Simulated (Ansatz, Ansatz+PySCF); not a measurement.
```yaml
atoms:
  - { symbol: N, position_ang: [0.0000, 0.0000, -1.0154] }
  - { symbol: N, position_ang: [0.0000, 0.0000, 1.0154] }
```

Basis set: STO-3G (spherical functions). Left uncorrelated: 2 orbitals. Charge 0, multiplicity 1.

Computed with Ansatz (development build ahead of 0.2.0); each method stands on the lowest determinant of its kind that the runs found. Restricted open shells among the atoms or ions are ROHF, correlated in semicanonical orbitals with singles. Restricted functionals stand beside restricted open-shell atoms, which can lie above the unrestricted atoms usual in DFT and then raise those values.

The atomization energy at this shape (free ground-state atoms in the same class of orbitals less the molecule, no zero-point energy) of singlet N₂:

| method | atomization energy |
| --- | --- |
| PBE0 (restricted) | -4.32 eV |
| UHF-CCSD(T) | 0.30 eV |
| UHF-MP2 | -0.08 eV |
| RHF-MP2 | -7.84 eV |
| RHF | -10.36 eV |
| UHF | -0.15 eV |

(1) What does PBE0 (unrestricted) give?

Answers

(1) 0.85 eV. Caution: the shape is not the minimum. Caution for PBE0 (unrestricted), UHF-CCSD(T), UHF-MP2, UHF: the unrestricted determinant is a mixture of spin states. Caution for PBE0 (restricted), RHF-MP2, RHF: an unrestricted determinant lies well below; the molecule lies well above its atoms at this level. Caution for UHF-CCSD(T), UHF-MP2, RHF-MP2: large amplitudes, a single reference is doubtful. Caution for UHF-CCSD(T), UHF-MP2, RHF-MP2, RHF, UHF: the determinant may break the point group. Caution for UHF-CCSD(T), RHF-MP2: the program doubts this total. Caution for UHF-MP2, RHF-MP2: another reference gives a lower total.

This basis has no polarisation functions and is too small for such energies, which can lie far from measured ones in either direction.
